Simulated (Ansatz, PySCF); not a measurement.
Gas-phase reaction (SMILES): N[Si](O)(O)O → [NH2] (NH2) + O[Si](O)O; the N-Si bond at the site shown breaks (other sites are not compared here).

Structures are relaxed separately at B3LYP-D3(BJ)/def2-TZVP in Ansatz (a quantum-chemistry and plane-wave program), one conformer each, not searched for the lowest. Valence correlation only, unless marked. UHF or UKS for open shells. Spin-orbit coupling is left out. Non-relativistic. Basis-set limits of correlation are two-point, X^-3; Hartree-Fock from the larger set. [CCSD(T)-MP2]/basis is that difference in the basis named. Thermal terms are rigid-rotor harmonic-oscillator values from B3LYP-D3(BJ) frequencies (Ansatz or PySCF) at 298.15 K and 1 atm. 1 Eh = 627.5095 kcal/mol. Electronic entropy comes from spin alone.

```
species       E, RI-MP2/CBS(aug-cc-pV(T+d)Z,aug-cc-pV(Q+d)Z)+[CCSD(T)-MP2]/aug-cc-pV(T+d)Z (Ansatz) (Eh)  E, PBE/def2-TZVPD (Ansatz) (Eh)  H - E (Eh)  G - E (Eh)
------------  ------------------------------------------------------------------------------------------  -------------------------------  ----------  ----------
N[Si](O)(O)O                                                                                  -572.51850                       -572.81018     0.07786     0.03793
[NH2] (NH2)                                                                                    -55.82323                        -55.83093     0.02268     0.00058
O[Si](O)O                                                                                     -516.50318                       -516.80322     0.04851     0.01292
```

**Question.** Work out ΔE and ΔH, ΔG, ΔS and the equilibrium constant at 298.15 K at the first level, then ΔH at the second.

**Answer.** 
1. ΔE = [(-55.82323) + (-516.50318)] - [(-572.51850)] = 0.19209 Eh = 120.5 kcal/mol at RI-MP2/CBS(aug-cc-pV(T+d)Z,aug-cc-pV(Q+d)Z)+[CCSD(T)-MP2]/aug-cc-pV(T+d)Z.
2. The terms H - E add up to -0.00667 Eh, so ΔH = (0.19209 + (-0.00667))×627.5095 = 116.4 kcal/mol.
3. The terms G - E add up to -0.02443 Eh, so ΔG = 105.2 kcal/mol, and ΔS = (-0.00667 - (-0.02443))×627509.5/298.15 = 37.4 cal/(mol K).
4. log10 K = -ΔG/(RT ln 10) = -77.1, with RT ln 10 = 1.3642 kcal/mol.
5. With ΔH and ΔS taken as constant, ΔG changes sign near ΔH/ΔS = 3110 K, a rough figure that leaves out heat capacities.
6. At PBE/def2-TZVPD the same steps give ΔE = 110.5 and ΔH = 106.3 kcal/mol, a shift of -10.1 from the first level.
7. These values are not checked against measurement here, since the tables used lack a sound gas-phase enthalpy of formation for at least one species.
